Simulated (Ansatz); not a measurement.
input.yaml

```yaml
crystal:
  periodic: [false, false, false]
  atoms:
    - { symbol: B, position_ang: [0.038451, -0.337781, 0.361878] }
    - { symbol: "N", position_ang: [-0.091157, -0.239876, 1.817926] }
    - { symbol: H, position_ang: [-0.915004, -0.532809, 2.291723] }
    - { symbol: H, position_ang: [0.725935, -0.200919, 2.38655] }
    - { symbol: O, position_ang: [1.233113, -0.178412, -0.231572] }
    - { symbol: H, position_ang: [1.216246, -0.232408, -1.17628] }
    - { symbol: Cl, position_ang: [-1.425943, -0.693985, -0.609319] }
    - { symbol: H, position_ang: [-0.16857, 2.058813, 0.295632] }
    - { symbol: H, position_ang: [-0.272271, 1.859277, 0.958962] }
basis:
  gaussian: { orbitals: "6-31G*" }
hamiltonian:
  xc: hf
relax:
  f_tol: 0.03
  max_steps: 50
```

Launched with:

```bash
$ ansatz run input.yaml --threads 1 --pin off --max-ram 2048MiB --backend cpu --events-out ev --progress --plain --runs-dir out
```

Hardware: 1 thread of Intel(R) Xeon(R) CPU @ 2.60GHz (Ice Lake), with other jobs on the host.

Question: Roughly how long does this run take, and how much memory?

Answer: 38 s, with a peak of 0.17 GiB, for 26 ionic steps.
